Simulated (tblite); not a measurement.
Compound: C5H12O2Si.
Atom-mapped SMILES: `[CH3:1][CH2:2][O:3][SiH2:4]/[CH:5]=[CH:6]/[O:7][CH3:8]` (hydrogens: H9, H10, H11 on C1; H12, H13 on C2; H14, H15 on Si4; H16 on C5; H17 on C6; H18, H19, H20 on C8)

Cartesian coordinates in Å at the GFN2-xTB level; atoms count from 1:
```
atom  x, y, z in Å
C1    -3.184   -1.348    0.998
C2    -2.816   -0.357   -0.097
O3    -1.431   -0.179   -0.125
Si4   -0.575    0.777   -1.117
C5     1.158    0.451   -0.520
C6     2.211    1.043   -1.071
O7     3.523    0.916   -0.758
C8     3.862    0.045    0.295
H9    -4.261   -1.491    1.024
H10   -2.849   -0.976    1.962
H11   -2.702   -2.304    0.809
H12   -3.157   -0.725   -1.072
H13   -3.305    0.608    0.085
H14   -0.990    2.182   -0.976
H15   -0.794    0.399   -2.522
H16    1.297   -0.240    0.299
H17    2.105    1.740   -1.891
H18    4.946    0.089    0.386
H19    3.555   -0.982    0.074
H20    3.403    0.364    1.237
```

All values are computed: GFN2-xTB (tblite) harmonic vibrations without scaling, gas phase. This tight-binding method is rough: wavenumbers can miss measured ones by several per cent, in bad cases by 10 to 20. Modes of hydrogen on silicon can be 10 to 20 % off. One conformer, not necessarily the lowest.

Harmonic wavenumbers (cm⁻¹): 29.5, 42.9, 60.2, 86.3, 138.1, 175.1, 218.6, 227.0, 247.6, 281.2, 288.4, 371.5, 527.7, 550.1, 598.2, 709.1, 756.9, 783.3, 827.8, 836.9, 866.3, 971.6, 990.2, 1002.1, 1097.7, 1121.9, 1134.4, 1146.8, 1155.8, 1173.4, 1222.2, 1268.5, 1303.5, 1348.6, 1396.1, 1399.7, 1465.6, 1477.5, 1482.1, 1493.6, 1495.6, 1670.3, 2157.7, 2205.0, 2883.3, 2911.7, 2933.3, 2947.9, 3027.8, 3042.1, 3043.5, 3047.0, 3064.8, 3075.8.

A = 4303, B = 586.1, C = 523.9 MHz; mass 132.061 u (most abundant isotopes); point group Cs, symmetry number 1.

Q: What is the zero-point energy?

A: ½Σν̃ = 34890 cm⁻¹ = 417.37 kJ/mol.

Q: Entropy at 400 K, 1 bar (ideal gas, RRHO, classical rotation)?

A: Translation 175.87, rotation 128.67, vibration 204.96: S = 509.5 J/(mol K).

Q: And Cp and H(400 K) − H(0)?

A: Cp = 213.85 J/(mol K), of which vibrations give 180.59 (their classical limit is 54 R = 449.0); H(400 K) − H(0) = 52.47 kJ/mol without the zero-point energy, 39.17 from vibrations.

Q: Blend soft modes into free rotors: weight 1/[1 + (100 cm⁻¹/ν̃)⁴] for the oscillator and the rest for a rotor with moment μB/(μ + B), μ = h/(8π²ν), B = 10⁻⁴⁴ kg m². What vibrational entropy results?

A: 180.80 J/(mol K) in place of 204.96, which changes −T·S at 400 K by +9.66 kJ/mol.

Q: How do the functions run with temperature in this model?

A: 
```tsv
T (K)	S (J/(mol K))	Cp (J/(mol K))	H − H(0) (kJ/mol)	G − H(0) (kJ/mol)	ln q(vib)
150	357.2	114.0	11.63	-41.95	4.93
250	424.4	152.7	24.94	-81.15	8.29
298.15	452.9	172.5	32.77	-102.28	9.81
600	609.5	280.4	102.26	-263.45	18.56
900	736.8	346.4	197.09	-466.02	26.41
```

q(vib) and H(0) count from the zero-point level.

Q: What must be added to the electronic energy to get the Gibbs energy at 400 K and 1 bar?

A: ZPE + [H(400 K) − H(0)] − T·S = 417.37 + 52.47 − 203.80 = 266.04 kJ/mol.

Hindered rotation and anharmonicity are outside this model. Other conformers, if any are populated, would add a mixing term that is left out.
